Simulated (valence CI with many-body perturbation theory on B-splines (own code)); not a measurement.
**Forbidden lines of Pm³⁹⁺**

Computed by relativistic CI+MBPT: four valence electrons over a frozen Dirac-Fock core [Ar], radial functions for each j: 9 s, 9 p, 10 d, 8 f, 5 g, 3 h, 1 i, with the one-electron correlation potential Σ1 (screened to all orders), the two-electron term Σ2, the three-electron term Σ3, Breit, model QED; selected single and double excitations, second order for the rest (own B-spline code, finite nucleus).

No measured spectrum was set against this ion. As an estimate, large intervals hold to a few tenths of a per cent, small ones and those within an open d or f shell to about a per cent. Only levels of the ground parity were solved; by the run's estimate the other parity begins above the list, which can be wrong where configurations are misplaced.

Lines 51 to 100 of 120 in falling wavelength, among levels below 1253300 cm⁻¹, chosen from the decays that carry over 1 % of a level's rate. Wavelengths and rates use the calculated energies. S is in atomic units (e²a₀⁴ for E2 and M2, e²a₀⁶ for E3), for M1 in squared Bohr magnetons. Weak lines are less certain than strong ones. Lines between different terms over intervals too small for the method are left out, as are lines whose strength nearly cancels. The highest levels of a list are the least certain.

Levels are named by their leading jj configuration (3d3/2^4 stands for four electrons in 3d with j = 3/2), which in mixed levels can hold well under half, so a name can repeat and another be missing. Letters in brackets count levels of one name in rising energy.

```tsv
λ vac (nm)	Upper	Lower	Type	A (s⁻¹)	S (a.u.)
42.42	(3d3/2^2 3d5/2^2) J=1	(3d3/2^3 3d5/2) J=2	M1	2.17e+05	1.84e+00
41.93	(3d3/2^2 3d5/2^2) J=4 [b]	(3d3/2^3 3d5/2) J=3	M1	3.10e+04	7.63e-01
41.90	(3d3/2 3d5/2^3) J=2 [a]	(3d3/2^2 3d5/2^2) J=2 [b]	M1	8.41e+04	1.15e+00
41.60	(3d3/2 3d5/2^3) J=5	(3d3/2^2 3d5/2^2) J=5	M1	6.69e+04	1.96e+00
41.27	(3d3/2 3d5/2^3) J=4 [a]	(3d3/2^2 3d5/2^2) J=3 [a]	M1	9.31e+04	2.18e+00
41.11	(3d3/2^2 3d5/2^2) J=3 [b]	(3d3/2^3 3d5/2) J=3	M1	1.69e+04	3.05e-01
41.05	(3d3/2 3d5/2^3) J=2 [a]	(3d3/2^2 3d5/2^2) J=3 [b]	M1	1.18e+05	1.51e+00
40.88	(3d3/2 3d5/2^3) J=3 [c]	(3d3/2^2 3d5/2^2) J=4 [c]	M1	8.60e+04	1.52e+00
40.54	(3d3/2 3d5/2^3) J=3 [a]	(3d3/2^2 3d5/2^2) J=2 [a]	M1	2.54e+05	4.39e+00
40.34	(3d3/2 3d5/2^3) J=6	(3d3/2^2 3d5/2^2) J=5	M1	1.10e+05	3.48e+00
40.29	(3d3/2^2 3d5/2^2) J=2 [b]	(3d3/2^3 3d5/2) J=3	M1	8.01e+02	9.71e-03
40.18	(3d5/2^4) J=4	(3d3/2 3d5/2^3) J=5	M1	9.12e+04	1.98e+00
40.02	(3d3/2 3d5/2^3) J=3 [b]	(3d3/2^2 3d5/2^2) J=2 [b]	M1	5.45e+04	9.07e-01
39.37	(3d3/2 3d5/2^3) J=4 [b]	(3d3/2^2 3d5/2^2) J=4 [c]	M1	1.15e+05	2.34e+00
39.36	(3d3/2^2 3d5/2^2) J=2 [a]	(3d3/2^3 3d5/2) J=1	M1	2.48e+05	2.80e+00
39.36	(3d3/2 3d5/2^3) J=0	(3d3/2^2 3d5/2^2) J=1	M1	2.17e+05	4.92e-01
39.24	(3d3/2 3d5/2^3) J=3 [b]	(3d3/2^2 3d5/2^2) J=3 [b]	M1	1.13e+05	1.77e+00
38.88	(3d3/2 3d5/2^3) J=4 [a]	(3d3/2^2 3d5/2^2) J=4 [a]	M1	2.24e+05	4.40e+00
38.82	(3d3/2^2 3d5/2^2) J=2 [d]	(3d3/2^2 3d5/2^2) J=3 [a]	M1	2.34e+03	2.54e-02
38.53	(3d3/2 3d5/2^3) J=3 [b]	(3d3/2^2 3d5/2^2) J=4 [b]	M1	4.04e+04	5.99e-01
37.98	(3d3/2^2 3d5/2^2) J=4 [b]	(3d3/2^3 3d5/2) J=4	M1	1.26e+03	2.31e-02
37.94	(3d3/2 3d5/2^3) J=3 [c]	(3d3/2^2 3d5/2^2) J=2 [c]	M1	7.36e+04	1.04e+00
37.34	(3d3/2 3d5/2^3) J=1 [b]	(3d3/2^2 3d5/2^2) J=2 [c]	M1	1.08e+05	6.23e-01
37.31	(3d3/2^2 3d5/2^2) J=3 [b]	(3d3/2^3 3d5/2) J=4	M1	1.13e+05	1.52e+00
37.13	(3d3/2^2 3d5/2^2) J=2 [d]	(3d3/2^2 3d5/2^2) J=2 [a]	M1	1.37e+03	1.30e-02
37.07	(3d3/2^2 3d5/2^2) J=3 [b]	(3d3/2^3 3d5/2) J=2	M1	6.36e+03	8.41e-02
36.53	(3d5/2^4) J=4	(3d3/2 3d5/2^3) J=4 [a]	M1	2.43e+05	3.95e+00
36.40	(3d3/2^2 3d5/2^2) J=2 [b]	(3d3/2^3 3d5/2) J=2	M1	2.92e+04	2.61e-01
36.02	(3d3/2 3d5/2^3) J=2 [a]	(3d3/2^2 3d5/2^2) J=1	M1	7.25e+04	6.28e-01
35.93	(3d3/2 3d5/2^3) J=1 [a]	(3d3/2^2 3d5/2^2) J=2 [a]	M1	2.32e+05	1.20e+00
35.57	(3d5/2^4) J=4	(3d3/2 3d5/2^3) J=3 [a]	M1	2.21e+05	3.32e+00
35.45	(3d3/2 3d5/2^3) J=5	(3d3/2^2 3d5/2^2) J=4 [a]	M1	3.61e+04	6.56e-01
33.76	(3d3/2 3d5/2^3) J=2 [b]	(3d3/2^2 3d5/2^2) J=2 [c]	M1	1.00e+05	7.15e-01
33.49	(3d3/2 3d5/2^3) J=1 [a]	(3d3/2^2 3d5/2^2) J=0 [a]	M1	2.42e+05	1.01e+00
30.98	(3d3/2^2 3d5/2^2) J=2 [c]	(3d3/2^3 3d5/2) J=3	M1	2.58e+05	1.42e+00
30.89	(3d3/2 3d5/2^3) J=2 [a]	(3d3/2^2 3d5/2^2) J=3 [a]	M1	1.30e+05	7.08e-01
30.03	(3d5/2^4) J=2	(3d3/2 3d5/2^3) J=1 [a]	M1	2.54e+05	1.27e+00
29.85	(3d3/2 3d5/2^3) J=3 [b]	(3d3/2^2 3d5/2^2) J=3 [a]	M1	3.37e+04	2.33e-01
29.64	(3d5/2^4) J=4	(3d3/2^2 3d5/2^2) J=4 [c]	M1	9.41e+04	8.18e-01
29.26	(3d3/2^2 3d5/2^2) J=4 [c]	(3d3/2^3 3d5/2) J=3	M1	6.87e+04	5.74e-01
29.21	(3d3/2 3d5/2^3) J=1 [b]	(3d3/2^2 3d5/2^2) J=2 [b]	M1	8.40e+03	2.33e-02
28.84	(3d3/2 3d5/2^3) J=3 [b]	(3d3/2^2 3d5/2^2) J=2 [a]	M1	8.57e+03	5.34e-02
28.75	(3d3/2 3d5/2^3) J=3 [c]	(3d3/2^2 3d5/2^2) J=4 [b]	M1	1.19e+04	7.31e-02
28.63	(3d3/2^2 3d5/2^2) J=2 [c]	(3d3/2^3 3d5/2) J=2	M1	5.96e+04	2.59e-01
28.58	(3d3/2 3d5/2^3) J=3 [b]	(3d3/2^2 3d5/2^2) J=4 [a]	M1	4.52e+04	2.74e-01
28.50	(3d3/2^2 3d5/2^2) J=2 [b]	(3d3/2^3 3d5/2) J=1	M1	1.77e+04	7.60e-02
28.37	(3d3/2 3d5/2^3) J=4 [b]	(3d3/2^2 3d5/2^2) J=3 [b]	M1	8.51e+04	6.49e-01
26.97	(3d3/2 3d5/2^3) J=2 [b]	(3d3/2^2 3d5/2^2) J=2 [b]	M1	1.22e+04	4.43e-02
26.76	(3d3/2^2 3d5/2^2) J=0 [b]	(3d3/2^2 3d5/2^2) J=1	M1	9.35e+04	6.65e-02
26.62	(3d3/2 3d5/2^3) J=2 [b]	(3d3/2^2 3d5/2^2) J=3 [b]	M1	4.07e+04	1.42e-01
```
